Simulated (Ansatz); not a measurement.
A run of Ansatz (development build ahead of 0.2.0) on triplet C6H5F at this shape:

```xyz
12

C     1.4000    0.0000    0.0000
C     0.7000    1.2124    0.0000
C    -0.7000    1.2124    0.0000
C    -1.4000    0.0000    0.0000
C    -0.7000   -1.2124    0.0000
C     0.7000   -1.2124    0.0000
F     4.0000    0.0000    0.0000
H     1.2425    2.1521    0.0000
H    -1.2425    2.1521    0.0000
H    -2.4850    0.0000    0.0000
H    -1.2425   -2.1521    0.0000
H     1.2425   -2.1521    0.0000
```

Its results:

```json
{
 "Converged": "yes",
 "Total energy": "-330.66400 hartree",
 "Spin squared of the determinant": "2.012",
 "Stability test": "minimum"
}
```

(1) Which input gives this output? Name the method, the orbitals and the basis set, and write the input.

Answers

(1) PBE0 (unrestricted) in def2-SVP.

```yaml
crystal:
  periodic: [false, false, false]
  atoms:
    - { symbol: C, position_ang: [1.4, 0.0, 0.0] }
    - { symbol: C, position_ang: [0.7, 1.21244, 0.0] }
    - { symbol: C, position_ang: [-0.7, 1.21244, 0.0] }
    - { symbol: C, position_ang: [-1.4, 0.0, 0.0] }
    - { symbol: C, position_ang: [-0.7, -1.21244, 0.0] }
    - { symbol: C, position_ang: [0.7, -1.21244, 0.0] }
    - { symbol: F, position_ang: [4.0, 0.0, 0.0] }
    - { symbol: H, position_ang: [1.2425, 2.15207, 0.0] }
    - { symbol: H, position_ang: [-1.2425, 2.15207, 0.0] }
    - { symbol: H, position_ang: [-2.485, 0.0, 0.0] }
    - { symbol: H, position_ang: [-1.2425, -2.15207, 0.0] }
    - { symbol: H, position_ang: [1.2425, -2.15207, 0.0] }
basis:
  gaussian: { orbitals: def2-SVP }
magnetization:
  spin_polarized: true
  initial_magnetization: 2
hamiltonian:
  xc: pbe0
```

Caution: charge can spread falsely over distant fragments; other spin multiplicities may lie lower.
